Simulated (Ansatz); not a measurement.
Geometry optimisation, Ansatz, RKS LDA/def2-SVP.

Input:

```yaml
crystal:
  periodic: [false, false, false]
  atoms:
    - { symbol: Si, position_ang: [0.0, 0.0, 0.0] }
    - { symbol: H, position_ang: [0.0, 0.0, 1.81] }
    - { symbol: Cl, position_ang: [2.0086, 0.0, -0.7093] }
    - { symbol: Cl, position_ang: [-1.0032, 1.7381, -0.7093] }
    - { symbol: Cl, position_ang: [-1.0032, -1.7381, -0.7093] }
    - { symbol: Br, position_ang: [-2.4768, 0.0, 0.823] }
    - { symbol: H, position_ang: [-0.9371, 0.0, 1.9196] }
basis:
  gaussian: { orbitals: def2-SVP }
hamiltonian:
  xc: lda
relax:
  f_tol: 0.15
  max_steps: 25
  restrain:
    - { distance: [0, 5], at: 2.31, k: 30.0 }
    - { distance: [6, 1], at: 0.66, k: 30.0 }
    - { distance: [0, 1], at: 2.66, k: 30.0 }
    - { distance: [6, 5], at: 2.75, k: 30.0 }
```

Launched with:

```bash
$ ansatz run input.yaml --threads 4 --pin off --max-ram 5120MiB --backend cpu --events-out ev --progress --plain --runs-dir out
```

Question: Where does it end, and by what steps?

Answer: It converged. The restraints hold the end off the free minimum; the threshold counts their pulls, which the force column leaves out. Restrained pairs: Si1–Br6 (2.61 → 2.27 Å), H2–H7 (0.94 → 0.73 Å), Si1–H2 (1.81 → 2.68 Å), Br6–H7 (1.89 → 2.76 Å). After 11 steps the energy has fallen by 3.409 eV (the restraints' own energy left out); Cl3 moved furthest, 1.17 Å.

```json
{"step": "0", "energy less start (eV)": "0.0000", "largest force component (eV/Å)": "3.453", "accepted": "yes"}
{"step": "1", "energy less start (eV)": "0.1999", "largest force component (eV/Å)": "2.387", "accepted": "yes"}
{"step": "2", "energy less start (eV)": "-0.0466", "largest force component (eV/Å)": "4.227", "accepted": "yes"}
{"step": "3", "energy less start (eV)": "-1.4038", "largest force component (eV/Å)": "3.301", "accepted": "yes"}
{"step": "4", "energy less start (eV)": "-2.0350", "largest force component (eV/Å)": "2.509", "accepted": "yes"}
{"step": "5", "energy less start (eV)": "-2.4326", "largest force component (eV/Å)": "1.666", "accepted": "yes"}
{"step": "6", "energy less start (eV)": "-2.7765", "largest force component (eV/Å)": "1.269", "accepted": "yes"}
{"step": "7", "energy less start (eV)": "-3.0990", "largest force component (eV/Å)": "1.079", "accepted": "yes"}
{"step": "8", "energy less start (eV)": "-3.3485", "largest force component (eV/Å)": "1.095", "accepted": "yes"}
{"step": "9", "energy less start (eV)": "-3.3826", "largest force component (eV/Å)": "1.845", "accepted": "yes"}
{"step": "10", "energy less start (eV)": "-3.4191", "largest force component (eV/Å)": "1.706", "accepted": "yes"}
{"step": "11", "energy less start (eV)": "-3.4086", "largest force component (eV/Å)": "2.042", "accepted": "yes"}
```

```xyz
7
Properties=species:S:1:pos:R:3
Si -0.602 0.000 -0.481
H 0.055 0.000 2.120
Cl 1.309 0.000 0.223
Cl -0.823 1.669 -1.623
Cl -0.823 -1.669 -1.623
Br -2.314 0.000 1.011
H -0.214 0.000 2.797
```

The run took 10 s on 4 threads of Arm Neoverse V2, on a shared host, peak memory 0.18 GiB.
